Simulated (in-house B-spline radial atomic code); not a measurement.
Ionising the selenium ion Se⁶⁺ with different functionals

Computed with a B-spline radial code for spherical atoms: scalar-relativistic (spin-free X2C) Hamiltonian, Fermi nucleus of rms radius 4.14 fm, spin-polarised at highest spin, spherical fractional occupations for the functionals, and exact exchange of hybrids averaged over the configuration. The ionisation energy is the difference of two self-consistent energies, [Ar] 3d10 → [Ar] 3d9, without Breit or QED terms; ε is the level of the shell that loses the electron (its least bound occupied spin orbital). There is no spin-orbit coupling in this Hamiltonian.

| method | rung | ΔSCF (eV) | -ε(3d) (eV) |
| --- | --- | --- | --- |
| PBE0 | global hybrid | 155.21 | 144.63 |
| B3LYP | global hybrid | ? | ? |
| TPSSh | global hybrid | 155.16 | 141.71 |
| M06-2X | global hybrid | 154.85 | 149.78 |
| BHandHLYP | global hybrid | 155.04 | 149.29 |
| r2SCAN0 | global hybrid | 155.80 | 145.32 |
| B97-1 | global hybrid | 155.21 | 143.85 |
| HSE06 | range-separated hybrid | 155.14 | 144.14 |
| wB97X | range-separated hybrid | 154.84 | 146.25 |
| CAM-B3LYP | range-separated hybrid | ? | ? |
| LC-wPBE | range-separated hybrid | 155.22 | 145.68 |

Question: What does B3LYP give?

Answer: ΔSCF 155.33 eV, and -ε(3d) = 143.79 eV.

Question: What does CAM-B3LYP give?

Answer: ΔSCF 155.27 eV, and -ε(3d) = 145.80 eV.

Question: Among the functionals, which spreads more, the ΔSCF values or the orbital energies?

Answer: The orbital energies: ΔSCF values span about 0.96 eV and the orbital energies 8.07 eV; here energy differences depend much less on the functional than eigenvalues do.

Question: How do they compare with the NIST value?

Answer: NIST lists 155.33 eV ± 0.012 (measured, ground level to ground level). Errors run from -0.49 to +0.47 eV; B3LYP is closest (+0.00 eV), but part of that can be cancellation, since the calculations leave out spin-orbit coupling, Breit-QED terms, multiplet and fine-structure energies.
